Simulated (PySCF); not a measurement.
Vertical excitations of a molecule C₄H₆F₂ from TDDFT-LC-ωPBE/def2-SVPD (PySCF 2.14.0), as energy in eV (oscillator strength): 7.02 (0.001), 7.76 (0.492), 8.27 (0.000), 8.35 (0.027), 9.14 (0.020), 9.53 (0.000), 9.54 (0.000), 10.08 (0.000), 10.10 (0.012), 10.10 (0.000). Lowest triplet (TDA): 4.36 eV. The structure is a stationary point at PBE0-D3(BJ)/def2-SVP. Other conformers were not sampled.

### Question
Which structure fits?
A) C[C@@]1(F)C[C@@H]1F
B) C=CC(C)(F)F
C) CC(C)=C(F)F
D) CC/C(F)=C/F

### Answer
C, CC(C)=C(F)F
